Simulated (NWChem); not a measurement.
Molecule: CH5NOSi2; SMILES N1[Si@H](O)[SiH2]C=1

```xyz
10

O     -0.4850    -2.0763    -0.5235
Si     0.0007    -0.8101     0.4385
N      1.4975     0.0510    -0.0791
C      1.0691     1.2575    -0.2623
Si    -0.8507     1.3162    -0.0340
H     -0.0751    -2.9379    -0.3587
H      0.1794    -1.2883     1.8409
H      1.7811     2.0564    -0.5168
H     -1.6006     1.5381    -1.3031
H     -1.4012     2.2539     0.9898
```
Atoms are numbered in this order, from 1.

Program: NWChem. Medium grid unless said otherwise, to which SCAN and Minnesota functionals are sensitive. Coordinates come from a B3LYP/6-31G* (spherical d) optimisation.

### Question
Order these by “dipole (D)”, lowest first: BLYP/def2-TZVP; B3LYP/def2-TZVP; PBE/def2-TZVP; M06-2X/def2-TZVP.

### Answer
PBE/def2-TZVP (0.82), BLYP/def2-TZVP (0.89), B3LYP/def2-TZVP (0.98), M06-2X/def2-TZVP (1.12)
